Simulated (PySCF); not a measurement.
These 2 structures share the formula C2H8AlN. Theory: PySCF 2.14.0, PBE0-D3(BJ)/def2-SVP geometry optimisation, gas phase. Energies are electronic, without zero-point or thermal terms, for one conformer each. No frequencies were run at this level. Point groups hold within 0.08 Å.

Question: Rank from lowest to highest electronic energy at this level (kJ/mol).
A. `[CH3:1][NH:2][AlH:3][CH3:4]` with C1–N2–Al3–C4 -179°
B. `[CH2:1]=[CH:2][AlH2-:3][NH3+:4]` with C1–C2–Al3–N4 -98°

Answer: A (0.0), B (88.7).

```
             SMILES      E (Eh)  E rel (kJ/mol)  dipole (D)  point group      A, B, C (MHz)
    C[NH][AlH][CH3]  -377.78202             0.0        1.25      near Cs  19875, 2588, 2358
C=[CH][AlH2-][NH3+]  -377.74822            88.7        5.51           C1   9338, 3048, 2645
```

How do the relative energies change in single points at B3LYP/pcSseg-2 (no added dispersion term) on the same geometries?

```tsv
SMILES	PBE0-D3(BJ)/def2-SVP (kJ/mol)	B3LYP/pcSseg-2 (kJ/mol)	shift
C[NH][AlH][CH3]	0.0	0.0	0.0
C=[CH][AlH2-][NH3+]	88.7	85.0	-3.7
```

Each column counts from its own lowest isomer. The order is unchanged; the largest shift is 3.7 kJ/mol.
